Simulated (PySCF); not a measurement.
CBrF$_{3}$, charge +1, doublet, at the geometry of the source list (a state made from the parent by changing its charge; the spin is typed, not shown lowest); HF/6-31G* (PySCF).

Input for PySCF:
```python
from pyscf import gto, scf

mol = gto.M(
    atom='''
F 
C  1 1.319008
F  2 1.318968 1 108.717788
F  2 1.319038 3 108.716612 1 118.200391
Br 2 1.930887 3 110.215489 1 -120.903969
''',
    basis='6-31g*',
    charge=1,
    spin=1,
    verbose=4,
)

mf = scf.UHF(mol)
mf.kernel()
mf.analyze()
```

**Question.** What does PySCF print? Leave out banner, timings and long lists.

**Answer.** 
```
PySCF version 2.14.0

[INPUT] verbose = 4
[INPUT] num. atoms = 5
[INPUT] num. electrons = 67
[INPUT] charge = 1
[INPUT] spin (= nelec alpha-beta = 2S) = 1
[INPUT] symmetry False subgroup None
[INPUT] Mole.unit = angstrom
[INPUT] Symbol           X                Y                Z      unit          X                Y                Z       unit  Magmom
[...]
nuclear repulsion = 368.528978432742
number of shells = 36
number of NR pGTOs = 203
number of NR cGTOs = 88
basis = 6-31g*
ecp = {}

******** <class 'pyscf.scf.uhf.UHF'> ********
method = UHF
initial guess = minao
damping factor = 0
level_shift factor = 0
DIIS = <class 'pyscf.scf.diis.CDIIS'>
diis_start_cycle = 1
diis_space = 8
diis_damp = 0
SCF conv_tol = 1e-09
SCF conv_tol_grad = None
SCF max_cycles = 50
direct_scf = True
direct_scf_tol = 1e-13
number electrons alpha = 34  beta = 33
Set gradient conv threshold to 3.16228e-05
init E= -2907.98750934475

cycle= 1 E= -2907.59622317685  delta_E= 0.391  |g|= 0.771  |ddm|= 1.73
cycle= 2 E= -2907.77613055274  delta_E= -0.18  |g|= 0.51  |ddm|= 0.868
cycle= 3 E= -2907.86578094551  delta_E= -0.0897  |g|= 0.0541  |ddm|= 0.304
cycle= 4 E= -2907.86764299717  delta_E= -0.00186  |g|= 0.0178  |ddm|= 0.0596
cycle= 5 E= -2907.86792293249  delta_E= -0.00028  |g|= 0.00524  |ddm|= 0.026
cycle= 6 E= -2907.86795845491  delta_E= -3.55e-05  |g|= 0.00187  |ddm|= 0.0102
cycle= 7 E= -2907.86796538924  delta_E= -6.93e-06  |g|= 0.00095  |ddm|= 0.00511
cycle= 8 E= -2907.86796769807  delta_E= -2.31e-06  |g|= 0.000599  |ddm|= 0.00318
cycle= 9 E= -2907.86796877805  delta_E= -1.08e-06  |g|= 0.000285  |ddm|= 0.00266
cycle= 10 E= -2907.86796909724  delta_E= -3.19e-07  |g|= 9.74e-05  |ddm|= 0.00189
cycle= 11 E= -2907.86796912146  delta_E= -2.42e-08  |g|= 4.16e-05  |ddm|= 0.000467
cycle= 12 E= -2907.86796912415  delta_E= -2.69e-09  |g|= 1.26e-05  |ddm|= 0.000148
cycle= 13 E= -2907.86796912441  delta_E= -2.58e-10  |g|= 3.64e-06  |ddm|= 3.59e-05
Extra cycle  E= -2907.86796912443  delta_E= -1.82e-11  |g|= 2.17e-06  |ddm|= 4.57e-06
converged SCF energy = -2907.86796912443  <S^2> = 0.75858631  2S+1 = 2.008568
**** SCF Summaries ****
Total Energy =                       -2907.867969124428782
Nuclear Repulsion Energy =             368.528978432741724
One-electron Energy =                -4763.811213664463139
Two-electron Energy =                 1487.414266107292860
Two-electron Coulomb Energy =         1612.161014043163959
DFT Exchange-Correlation Energy =     -124.746747935871099
[...]
spin_pop of  3 F 2s        0.00044
spin_pop of  3 F 3s       -0.00000
spin_pop of  3 F 2px       0.00007
spin_pop of  3 F 2py       0.00736
spin_pop of  3 F 2pz       0.00077
spin_pop of  3 F 3px      -0.00002
spin_pop of  3 F 3py      -0.00004
spin_pop of  3 F 3pz      -0.00003
spin_pop of  3 F 3dxy      0.00000
spin_pop of  3 F 3dyz     -0.00000
spin_pop of  3 F 3dz^2    -0.00000
spin_pop of  3 F 3dxz     -0.00000
spin_pop of  3 F 3dx2-y2   -0.00001
spin_pop of  4 Br 1s        0.00000
spin_pop of  4 Br 2s       -0.00000
spin_pop of  4 Br 3s        0.00093
spin_pop of  4 Br 4s        0.01203
spin_pop of  4 Br 5s       -0.00033
spin_pop of  4 Br 2px       0.00000
spin_pop of  4 Br 2py       0.00000
spin_pop of  4 Br 2pz       0.00000
spin_pop of  4 Br 3px       0.00001
spin_pop of  4 Br 3py       0.00005
spin_pop of  4 Br 3pz       0.00009
spin_pop of  4 Br 4px       0.07796
spin_pop of  4 Br 4py       0.34527
spin_pop of  4 Br 4pz       0.58001
spin_pop of  4 Br 5px       0.00177
spin_pop of  4 Br 5py       0.00342
spin_pop of  4 Br 5pz       0.00537
spin_pop of  4 Br 3dxy      0.00000
spin_pop of  4 Br 3dyz      0.00001
spin_pop of  4 Br 3dz^2     0.00001
spin_pop of  4 Br 3dxz      0.00001
spin_pop of  4 Br 3dx2-y2    0.00000
spin_pop of  4 Br 4dxy      0.00025
spin_pop of  4 Br 4dyz      0.00047
spin_pop of  4 Br 4dz^2     0.00031
spin_pop of  4 Br 4dxz     -0.00000
spin_pop of  4 Br 4dx2-y2    0.00012
spin_pop of  4 Br 5dxy      0.00002
spin_pop of  4 Br 5dyz      0.00004
spin_pop of  4 Br 5dz^2     0.00001
spin_pop of  4 Br 5dxz     -0.00000
spin_pop of  4 Br 5dx2-y2    0.00000
 ** Mulliken Spin Density (per atom)  **
spin density of  0 F =     -0.00203
spin density of  1 C =     -0.03683
spin density of  2 F =      0.00250
spin density of  3 F =      0.00853
spin density of  4 Br =      1.02783
 ** Mulliken pop alpha/beta on meta-lowdin orthogonal AOs **
 ** Mulliken pop       alpha | beta **
In total            34.00000 | 33.00000
 ** Mulliken atomic charges   ( Nelec_alpha | Nelec_beta ) **
charge of  0F =     -0.22702  (     4.61249      4.61452 )
charge of  1C =      0.89368  (     2.53475      2.57158 )
charge of  2F =     -0.22585  (     4.61418      4.61168 )
charge of  3F =     -0.22428  (     4.61641      4.60788 )
charge of  4Br =      0.78348  (    17.62217     16.59435 )

WARN: System has nonzero charge 1; the dipole moment is origin-dependent.
Location of origin: [0. 0. 0.]

Dipole moment(X, Y, Z, Debye):  8.97960, -6.14254, -3.68101
```
